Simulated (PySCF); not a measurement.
Isomers of C2H2BN. Isolated molecules, 0 K electronic values unless said otherwise. Strings in code marks are SMILES.

The dipole moment from two functionals at the same geometries (B3LYP-D3(BJ)/def2-TZVP), both in PySCF: PBE-D3(BJ)/def2-TZVP and B3LYP-D3(BJ)/def2-TZVP. B3LYP has the VWN-RPA correlation part, as in Gaussian. 

| species | PBE-D3(BJ)/def2-TZVP (D) | B3LYP-D3(BJ)/def2-TZVP (D) |
|---|---|---|
| `N=BC#C` | 0.58 | 0.78 |
| `C#CN=B` | 1.07 | 1.32 |
| `C=BC#N` | 2.57 | 2.55 |
| `N=C=C=B` | 1.35 | 1.31 |
| `B=CC#N` | 4.81 | 5.01 |

Over these rows, drawn at random from the members with no instability flagged (it was tested for open shells, ions and some series alone), PBE minus B3LYP-D3(BJ): mean -0.12 D, from -0.25 D to +0.03 D.
